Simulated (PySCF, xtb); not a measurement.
Pulling on the N6–H7 bond in CH5MgN (SMILES [CH3][Mg][NH2]) (multiplicity 1 held, fragments rigid). Energies count from the point at 1.011 Å.
Geometry at that point (charge 0, multiplicity 1):
```xyz
8

Mg     0.0083    -0.0471     0.0304
C     -0.2803     1.6737    -1.1111
H     -1.0462     2.3203    -0.6738
H     -0.6017     1.4335    -2.1282
H      0.6365     2.2643    -1.1891
N      0.2698    -1.6114     1.0703
H      0.8832    -2.3840     0.8510
H     -0.1780    -1.8310     1.9493
```

Levels need not reach the same state.

Rows in 6-31G* carry no dispersion term and start afresh at each structure (6-31G* with six Cartesian d functions). MP2/6-31G* freezes PySCF's default core, which is smaller on s-block atoms.

Codes used: PySCF for 6-31G* rows; xtb for the GFN methods. Values without a source in brackets are computed. The GFN methods have no spin term and hold the electronic entropy of 300 K.

Energies in kcal/mol.

```
R (Å)  GFN2-xTB  R-HF/6-31G*  R-B3LYP/6-31G*  R-MP2/6-31G*
-----  --------  -----------  --------------  ------------
0.808      33.9         33.3            35.5          36.4
0.910       6.4          5.9             7.2           7.4
1.011       0.0          0.0             0.0           0.0
1.112       3.6          5.5             3.9           4.0
1.213      11.8         16.8            13.3          13.8
1.364      26.9         38.2            31.6          33.0
1.516      42.4         60.4            50.7          53.1
1.769      66.0         94.4            79.7          83.3
2.021      85.2        123.2           103.2         107.7
2.324     101.7        151.1           124.8         129.0
2.729     113.8        179.0           144.4         145.9
3.234     120.6        203.6           159.2         151.9
```

Doubts at one or more of the structures used: a restricted determinant that unrestricted orbitals would lower (R-HF/6-31G*, R-B3LYP/6-31G*, R-MP2/6-31G*).
